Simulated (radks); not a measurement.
Results of a calculation; reference values are marked as such.
Code: a radial shooting solver on a logarithmic mesh with Libxc functionals. Model: non-relativistic Kohn-Sham, LB94 model potential, spin-polarised, spherical densities, point nucleus; open shells are filled with parallel spins first (spin-orbit coupling, left out, can overturn this in heavy ions). Response by self-consistent Sternheimer equations with the Hartree and adiabatic LDA kernel. For heavy and open-shell atoms this level of theory can miss by tens of per cent. Estimate the static dipole polarisabilities of K ([Ar] 4s1) and O+ ([He] 2s2 2p3) and the C6 coefficients of the three pairs.

Answer. alpha = 184.9 and 2.602 bohr^3; C6 = 2012 (K-K), 58.78 (K-O+), 5.029 (O+-O+) hartree bohr^6.
